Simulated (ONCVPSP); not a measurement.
## u(r) = r·R(r): atom against pseudo-atom (aluminium)

Columns: radius, all-electron u(r) and pseudo u(r) of the 3s shell (level -23.93 eV) of aluminium in the configuration [Ne] 3s1; LDA (Perdew-Wang 92), scalar-relativistic, ONCV scheme, ONCVPSP 4.0.1.

```
r (bohr)  all-electron  pseudo
   0.108        0.1290  0.0216
   0.215       -0.1315  0.0460
   0.322       -0.3099  0.0749
   0.430       -0.3556  0.1090
   0.538       -0.3017  0.1484
   0.645       -0.1917  0.1937
   0.752       -0.0556  0.2462
   0.860        0.0879  0.3054
   0.968        0.2251  0.3683
   1.075        0.3477  0.4311
   1.182        0.4537  0.4926
   1.290        0.5424  0.5526
   1.398        0.6132  0.6093
   1.505        0.6664  0.6593
   1.612        0.7044  0.6993
   1.720        0.7289  0.7267
   1.828        0.7412  0.7406
   1.935        0.7431  0.7430
   2.042        0.7362  0.7362
   2.150        0.7220  0.7220
   2.258        0.7019  0.7019
   2.365        0.6774  0.6773
   2.472        0.6493  0.6493
   2.580        0.6185  0.6184
   2.688        0.5859  0.5859
   2.795        0.5526  0.5526
```

Task: How many radial nodes do the two functions have?

Result: The all-electron 3s function has n − l − 1 = 2; the pseudo-wave has 0, since the states of the same l below it are removed with the core.

Task: At about which radius was the pseudo-wave matched?

Result: 2.15 bohr. The columns agree to 0.0005 from 1.94 bohr on; several derivatives are matched, so the curves merge somewhat inside the radius.

Task: Is the pseudo-wave norm-conserving?

Result: Yes: the ONCV scheme keeps the norm inside the radius equal to the all-electron one, which fixes the energy derivative of the logarithmic derivative at the level.
